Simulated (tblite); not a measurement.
Compound: C5H10BFSi.
Numbering: `[CH3:1]/[C:2]([BH:3][F:4])=[CH:5]/[CH:6]=[CH:7]/[SiH3:8]` (hydrogens: H9, H10, H11 on C1; H12 on B3; H13 on C5; H14 on C6; H15 on C7; H16, H17, H18 on Si8)

Computed with GFN2-xTB (tblite), gas phase: L-BFGS steps from a force-field or distance-geometry start until the largest atomic force falls under 0.01 eV/Å.

At the end of the run (lengths in Å): B3–F4 1.324, C2–B3 1.551, C2=C5 1.354, C1–C2 1.506, C1–H9 1.088, C7–Si8 1.876, C1–H10 1.090, B3–C2–C5 125.0°, C1–C2–B3 116.5°, C2–C5–C6 126.9°, C6–C7–Si8 125.1°, C1–C2–B3–F4 0°, C1–C2–C5–C6 180°, C2–C5–C6–C7 -179°, H12–B3–C2–C1 180°, H9–C1–C2–B3 -178°.

Question: These geometries were met on the way; a selection of coordinates is given. Order them by energy above the end point, lowest first.
A. B3–F4 1.472, C2–B3 1.586, C2=C5 1.320, C1–C2 1.474, C1–H9 1.120, C7–Si8 1.846, C1–H10 1.119, B3–C2–C5 119.2°, C1–C2–B3 119.9°, C2–C5–C6 119.0°, C6–C7–Si8 121.5°, C1–C2–B3–F4 -81°, C1–C2–C5–C6 180°, C2–C5–C6–C7 -179°, H12–B3–C2–C1 125°, H9–C1–C2–B3 165°
B. B3–F4 1.316, C2–B3 1.577, C2=C5 1.346, C1–C2 1.503, C1–H9 1.088, C7–Si8 1.875, C1–H10 1.086, B3–C2–C5 118.7°, C1–C2–B3 121.5°, C2–C5–C6 121.5°, C6–C7–Si8 123.7°, C1–C2–B3–F4 -71°, C1–C2–C5–C6 180°, C2–C5–C6–C7 -179°, H12–B3–C2–C1 113°, H9–C1–C2–B3 161°
C. B3–F4 1.323, C2–B3 1.567, C2=C5 1.347, C1–C2 1.512, C1–H9 1.091, C7–Si8 1.864, C1–H10 1.091, B3–C2–C5 124.2°, C1–C2–B3 114.7°, C2–C5–C6 124.1°, C6–C7–Si8 123.8°, C1–C2–B3–F4 -51°, C1–C2–C5–C6 178°, C2–C5–C6–C7 -175°, H12–B3–C2–C1 126°, H9–C1–C2–B3 167°
D. B3–F4 1.318, C2–B3 1.564, C2=C5 1.341, C1–C2 1.490, C1–H9 1.090, C7–Si8 1.861, C1–H10 1.084, B3–C2–C5 116.8°, C1–C2–B3 124.5°, C2–C5–C6 120.6°, C6–C7–Si8 122.6°, C1–C2–B3–F4 -74°, C1–C2–C5–C6 -179°, C2–C5–C6–C7 -179°, H12–B3–C2–C1 118°, H9–C1–C2–B3 161°
E. B3–F4 1.383, C2–B3 1.576, C2=C5 1.347, C1–C2 1.489, C1–H9 1.100, C7–Si8 1.848, C1–H10 1.100, B3–C2–C5 118.3°, C1–C2–B3 121.9°, C2–C5–C6 119.3°, C6–C7–Si8 122.2°, C1–C2–B3–F4 -79°, C1–C2–C5–C6 180°, C2–C5–C6–C7 -179°, H12–B3–C2–C1 123°, H9–C1–C2–B3 163°

Answer: C (0.101 eV), B (0.173 eV), D (0.281 eV), E (0.488 eV), A (0.860 eV).

```csv
step,E above end (eV),"rms distance from the end, all atoms (Å)",largest force (eV/Å),rms shift of all bonds from the end (Å)
37,0.101,0.364,0.201,0.006
13,0.173,0.493,0.238,0.008
4,0.281,0.515,0.390,0.008
1,0.488,0.524,2.068,0.020
0,0.860,0.531,3.447,0.042
```

Rows stand in the order of the answer.
